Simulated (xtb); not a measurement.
Si(OSiH3)2(F)2 (F2H6O2Si3), SMILES F[Si](F)(O[SiH3])O[SiH3]. All values are semi-empirical tight-binding results from xtb (GFN2-xTB unless named), good for trends rather than for accurate numbers. Coordinates come from a GFN2-xTB optimisation. Other conformers were not sampled.

A frequency run showed that this geometry is not a minimum.

Computed properties:
```
Item                                              Result
-----------------------------------------  -------------
orbital gap                                      6.23 eV
dipole moment                                     2.32 D
static polarisability (D4 model)             104.4 bohr³
solvation energy, GFN2-xTB/ALPB(water)      1.4 kcal/mol
solvation energy, GFN2-xTB/ALPB(methanol)  -2.1 kcal/mol
```
